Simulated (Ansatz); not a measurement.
The cluster Mg3O3⁺, relaxed as a doublet with UKS r2SCAN-D4/def2-SVP in Ansatz, starting from the GFN2-xTB geometry. Force threshold 0.02 eV/Å.

The gap within one spin of the charge 1 doublet nearly closes, so an electron or hole may be smeared out by delocalisation error. The relaxation made no stability test and no search for a lower SCF solution. Another isomer (doublet) lies 0.70 eV lower at PBE0-D4/def2-TZVP; other spin states weren't run for this one.

Start:

```xyz
6

Mg   -3.662   -0.564   -0.423
Mg    3.048    0.463    0.339
Mg   -0.234   -0.037   -0.017
O    -1.992   -0.297   -0.213
O     1.558   -0.388   -0.266
O     1.282    0.823    0.579
```

| step | energy (eV) | largest force component (eV/Å) | SCF passes |
| --- | --- | --- | --- |
| 1 | -22453.5359 | 2.873 | 38 |
| 2 | -22453.8130 | 1.710 | 23 |
| 3 | -22453.9807 | 0.032 | 23 |
| 4 | -22453.9807 | 0.003 | 16 |

Force components are those of the run's own axes.

End:

```xyz
6

Mg   -3.8028   -0.5820   -0.4301
Mg    3.1860    0.4867    0.3540
Mg   -0.2744   -0.0409   -0.0290
O    -2.0542   -0.3110   -0.2286
O     1.6215   -0.4241   -0.2851
O     1.3239    0.8714    0.6188
```

By distances, no bond broke or formed. The bond that changes most is Mg3–O6, from 1.84 to 1.95 Å (atoms count from 1).

No frequencies were taken in this run, so the end may be a saddle point.

It took 7.5 s on 4 threads of AMD EPYC 7B13 on a shared host.
